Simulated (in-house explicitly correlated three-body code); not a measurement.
Values are calculated unless marked as measured or tabulated.
## Taking the two-electron ground state apart, Z = 2.76

A variational code in 260 exponentially correlated functions gives, for two electrons around a point charge Z = 2.76 (non-relativistic, fixed nucleus, atomic units): E = -6.0472942, <1/r> = 2.447991 per electron, <1/r12> = 1.418324. From its density, U = 3.001688 (Hartree energy) and T_s = 6.008032 (kinetic energy of the doubly filled orbital √(n/2)). Further, <r²> = 0.542464 per electron, <r12²> = 1.13006 and <p1·p2> = 0.257587.

Task: Check the virial theorem, and compare with the screened hydrogenic estimate.

Result: V = −2Z<1/r> + <1/r12> = -13.512910 + 1.418324 = -12.094586, and 2E = -12.094588, so T = −E = 6.047294. A product of 1s orbitals with exponent Z − 5/16 = 2.4475 gives −2.4475² = -5.99026, which is 57.0 millihartree too high.

Task: Find the exchange and correlation energies of density-functional theory.

Result: For two electrons in one orbital E_x = −U/2 = -1.500844. The potential part of correlation is U_c = <1/r12> − U − E_x = -0.082520, the kinetic part T_c = T − T_s = 0.039262, and E_c = T_c + U_c = -0.043258 hartree. Restricted Hartree-Fock gives -6.004058, so the correlation energy of wave-function theory is -0.043236.

Task: What do the second moments say about angular correlation and diamagnetism?

Result: From r12² = r1² + r2² − 2 r1·r2, <r1·r2> = <r²> − <r12²>/2 = -0.02257 bohr². It vanishes for a product of s orbitals, and its negative sign shows that the electrons favour opposite sides of the nucleus. The Langevin susceptibility is −0.79199e-6 × 2<r²> = -0.8593e-6 cm³/mol.

Task: How does a model nuclear mass of 5.5 u change the ionisation energy, to first order in m/M (1 hartree = 27.211386 eV)?

Result: m/M = 1/(5.5 × 1822.8885) = 9.97418e-05. With a fixed nucleus the second electron is bound by −Z²/2 − E = 2.238494 hartree = 60.9125 eV. The reduced mass scales this by 1 − m/M, a change of -6.076 meV. The mass-polarisation term raises the two-electron state by (m/M)<p1·p2> = 25.69 microhartree, a further -0.699 meV. The sum is 60.9058 eV, before relativistic and QED terms.
